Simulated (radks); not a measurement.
The numbers below are computed, except where a source is named.
Effect of the nuclear size on the palladium ion Pd+, [Kr] 4d9. Code: a radial shooting solver on a logarithmic mesh with Libxc functionals. Model: Dirac Kohn-Sham, PBE, spin-unpolarised, spherical densities, finite nucleus; open shells are shared between the two j in proportion to 2j + 1; Fermi nuclear charge, rms radius 4.5318 fm. The rms radius is varied about that value; shifts are against it.

rms radius (fm)  total energy shift (eV)  density at nucleus (e/bohr^3)  1s1/2 shift (meV)  2s1/2 shift (meV)  4s1/2 shift (meV)  5s1/2 (empty) shift (meV)
3.6481                            -0.887                      1.366e+05               -374              -41.5              -1.44                     -0.136
4.346                             -0.200                      1.335e+05              -84.4              -9.37             -0.325                     -0.031
4.5318                                 0                      1.328e+05              0.000              0.000              0.000                      0.000
4.772                              0.270                      1.319e+05                114               12.6              0.438                      0.041
5.2025                             0.784                      1.304e+05                330               36.6               1.27                      0.120

Slopes of the eigenvalues against <r^2> in GHz/fm^2, as finite differences over the two radii next to the reference (eigenvalue slopes, not the field-shift constants of lines): 1s1/2 12300, 2s1/2 1370, 4s1/2 47.5, 5s1/2 (empty) 4.49.
